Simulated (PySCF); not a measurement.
An equivalent PySCF input for Br⁺ (bromine, charge +1), [Ar] 3d10 4s2 4p4, high-spin 3P determinant, with no relativity, point nucleus:

```python
from pyscf import gto, scf, dft, mp, cc
import basis_set_exchange as bse
mol = gto.M(atom="Br 0 0 0", charge=1, spin=2, symmetry="D2h",
            basis=gto.basis.parse(bse.get_basis("def2-TZVPPD", elements=["Br"], fmt="nwchem")))
mf = scf.UHF(mol)
mf.irrep_nelec = {'Ag': (6, 6), 'B1g': (1, 1), 'B2g': (1, 1), 'B3g': (1, 1), 'B1u': (3, 2), 'B2u': (3, 3), 'B3u': (3, 2)}
mf.kernel()
```

It reaches the same state as the run whose output follows, and the same energy. The run itself started from symmetry-adapted Hartree-Fock orbitals and held the occupation by maximum overlap, so the iterations belong to that start.

```
SCF conv_tol = 1e-09
number electrons alpha = 18  beta = 16
cycle= 1 E= -2572.00227422287  delta_E= -0.0056  |g|= 0.0302  |ddm|= 0.059
cycle= 2 E= -2572.00293773271  delta_E= -0.000664  |g|= 0.0112  |ddm|= 0.0209
cycle= 3 E= -2572.00304699532  delta_E= -0.000109  |g|= 0.000755  |ddm|= 0.0131
cycle= 4 E= -2572.00304764261  delta_E= -6.47e-07  |g|= 0.000257  |ddm|= 0.00147
cycle= 5 E= -2572.00304768974  delta_E= -4.71e-08  |g|= 7.79e-05  |ddm|= 0.000387
cycle= 6 E= -2572.00304769572  delta_E= -5.98e-09  |g|= 1.03e-05  |ddm|= 0.000191
cycle= 7 E= -2572.00304769582  delta_E= -1.03e-10  |g|= 1.47e-06  |ddm|= 2.91e-05
converged SCF energy = -2572.00304769582  <S^2> = 2.009243  2S+1 = 3.0061557
```
